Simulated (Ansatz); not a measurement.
Cost and result for the atomization energy of CH7ClO3Si2, SMILES `C[Si@@H](O)O[Si@H](O)Cl` (14 atoms, 13 bonds).

Z-matrix (Å, degrees):
```
C
Si 1 1.844
H 1 1.093 2 110.4
H 1 1.092 2 110.9 3 120.1
H 1 1.092 2 110.6 3 -119.6
O 2 1.654 1 107.8 3 -55.3
O 2 1.648 1 109.7 3 62.3
H 2 1.483 1 113.4 3 -177.3
H 6 0.959 2 116.9 1 -158.5
Si 7 1.624 2 131.0 1 -117.2
O 10 1.626 7 112.4 2 50.3
Cl 10 2.064 7 107.2 2 -70.3
H 10 1.466 7 110.6 2 171.1
H 11 0.962 10 116.1 7 -53.8
```

The species carries charge 0 and has multiplicity 1. All single points use the PBE0-D4/def2-TZVP geometry. It is one conformer, not always the lowest. Program: Ansatz. All runs use 2 threads of an AMD EPYC 7R13 on a shared host and a share of an NVIDIA H100 80 GB. Times are those of one run each, without the atoms' runs, and a repeat can differ threefold. Electronic energies, without spin–orbit coupling; frozen cores. CCSD(T)/CBS adds CCSD(T) − MP2 in def2-TZVPP to the MP2 limit, and its time is that of the two runs behind it. T1 = 0.011. B3LYP takes the VWN-RPA correlation (the form of Gaussian; ORCA's B3LYP/G).

CCSD(T)/CBS is a level of theory with its own doubt, some kJ/mol a heavy atom from the limit and from the frozen cores, so smaller differences don't rank the functionals.

| level | functions | wall time |
| --- | --- | --- |
| B2PLYP/def2-TZVPP | 348 | 4 s |
| ωB97X-V/def2-TZVPP | 348 | 4.4 s |
| PBE-D4/def2-TZVPP (with forces) | 348 | 4.5 s |
| r2SCAN-D4/def2-TZVPP (with forces) | 348 | 6 s |
| B3LYP-D4/def2-TZVPP (with forces) | 348 | 6 s |
| MP2/def2-QZVPP | 648 | 6 s |
| PBE0-D4/def2-TZVPP | 348 | 6.5 s |
| ωB97M-V/def2-TZVPP (with forces) | 348 | 9 s |
| CCSD(T)/def2-TZVPP | 348 | 9 s |
| CCSD(T)/CBS(def2) | – | 15 s |

Problem. What atomization energy does each give, and how far from CCSD(T)/CBS? (Best estimate.)

Solution. Computed: 
```json
{"level": "B2PLYP/def2-TZVPP", "atomization (kJ/mol)": "5423.7", "difference from CCSD(T)/CBS": "-100.7", "per bond": "-7.7"}
{"level": "ωB97X-V/def2-TZVPP", "atomization (kJ/mol)": "5512.6", "difference from CCSD(T)/CBS": "-11.8", "per bond": "-0.9"}
{"level": "PBE-D4/def2-TZVPP (with forces)", "atomization (kJ/mol)": "5529.9", "difference from CCSD(T)/CBS": "5.5", "per bond": "0.4"}
{"level": "r2SCAN-D4/def2-TZVPP (with forces)", "atomization (kJ/mol)": "5509.2", "difference from CCSD(T)/CBS": "-15.2", "per bond": "-1.2"}
{"level": "B3LYP-D4/def2-TZVPP (with forces)", "atomization (kJ/mol)": "5462.7", "difference from CCSD(T)/CBS": "-61.7", "per bond": "-4.7"}
{"level": "MP2/def2-QZVPP", "atomization (kJ/mol)": "5590.2", "difference from CCSD(T)/CBS": "65.8", "per bond": "5.1"}
{"level": "PBE0-D4/def2-TZVPP", "atomization (kJ/mol)": "5442.6", "difference from CCSD(T)/CBS": "-81.8", "per bond": "-6.3"}
{"level": "ωB97M-V/def2-TZVPP (with forces)", "atomization (kJ/mol)": "5519.3", "difference from CCSD(T)/CBS": "-5.1", "per bond": "-0.4"}
{"level": "CCSD(T)/def2-TZVPP", "atomization (kJ/mol)": "5359.1", "difference from CCSD(T)/CBS": "-165.3", "per bond": "-12.7"}
{"level": "CCSD(T)/CBS(def2)", "atomization (kJ/mol)": "5524.4", "difference from CCSD(T)/CBS": "0.0", "per bond": "0.0"}
```

In def2-TZVPP, CCSD(T) changes the Hartree–Fock value by +1322.0 kJ/mol (the triples alone add +77.8 kJ/mol) and MP2 by +1453.6 kJ/mol; breaking electron pairs costs correlation energy, which Hartree–Fock lacks. The D4 term adds +63.1 kJ/mol with B3LYP and +33.7 kJ/mol with PBE0; it sums over pairs of atoms, weighted by their polarisabilities, and B3LYP, whose exchange is more repulsive, gets the larger term. From PBE to PBE0 (25 % exact exchange), in def2-TZVPP and without D4, the atomization energy moves by −81.8 kJ/mol: exact exchange takes away binding that semilocal exchange gives to molecules.
